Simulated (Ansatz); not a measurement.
Reaction (redistribution): `CO[SiH](F)O[SiH2]F` + `[F][GeH2][SH]` → `F[SiH2]O[SiH](F)F` + `C[O][GeH2][SH]`

Program: Ansatz. Geometries: PBE0-D4/def2-TZVP. ΔE: electronic, gas phase. CCSD(T)/CBS is the MP2 limit (def2-TZVPP, def2-QZVPP) plus CCSD(T) − MP2 in def2-TZVPP, frozen cores. Functionals use def2-TZVPP. B3LYP here is the variant with VWN-RPA as its local correlation; programs differ in this. For Ge outer-core shells are correlated without core-valence functions, which leaves a few kJ/mol of doubt a bond. Scalar relativity is left out up to krypton. One conformer a species, not always the lowest.

`CO[SiH](F)O[SiH2]F`:

```xyz
13

C     1.723    1.076    0.427
O     1.127    0.005    1.132
Si    0.425   -1.295    0.479
F    -0.137   -2.138    1.695
O    -0.812   -0.899   -0.495
Si   -2.079    0.053   -0.837
F    -1.560    1.553   -1.003
H     2.198    1.733    1.156
H     2.489    0.719   -0.270
H     0.974    1.647   -0.128
H     1.359   -2.130   -0.290
H    -2.648   -0.369   -2.132
H    -3.059    0.044    0.267
```

`[F][GeH2][SH]`:

Cartesian coordinates in Å:
```
F 0.521 1.737 -0.453
Ge -0.098 0.112 -0.515
S 0.806 -1.075 1.102
H -1.613 0.256 -0.341
H 0.366 -0.479 -1.848
H 0.017 -0.551 2.055
```

`F[SiH2]O[SiH](F)F`:

```xyz
9

F     0.014   -2.357   -0.921
Si   -0.391   -1.499    0.356
O    -0.383    0.073   -0.059
Si    0.297    1.497   -0.356
F     1.854    1.410   -0.101
F    -0.283    2.558    0.659
H    -1.765   -1.871    0.740
H     0.612   -1.754    1.409
H     0.045    1.943   -1.727
```

`C[O][GeH2][SH]`:

Cartesian coordinates in Å:
```
C -0.984 0.535 1.132
O -0.259 1.013 0.022
Ge 0.313 -0.148 -1.191
S 1.664 -1.652 -0.274
H -1.920 0.047 0.831
H -1.232 1.391 1.763
H -0.398 -0.177 1.726
H -0.870 -0.961 -1.743
H 1.038 0.720 -2.221
H 2.648 -0.767 -0.045
```

```tsv
level	ΔE (kJ/mol)	difference from CCSD(T)/CBS
r2SCAN-D4	-10.8	4.8
PBE0-D4	-10.1	5.5
B3LYP-D4	-8.6	7.0
ωB97M-V	-9.3	6.3
r2SCAN	-11.2	4.4
MP2/def2-TZVPP	-18.4	-2.8
HF/def2-QZVPP	-8.4	7.2
SCS-MP2/def2-QZVPP	-15.9	-0.3
HF/CBS(def2)	-8.3	7.3
CCSD/CBS(def2)	-14.8	0.8
CCSD(T)/CBS	-15.6	0
```

Largest T1 diagnostic among the species: 0.012.

In def2-TZVPP, CCSD(T) changes the Hartree–Fock value by −7.2 kJ/mol (the triples alone add −0.8 kJ/mol) and MP2 by −9.5 kJ/mol.
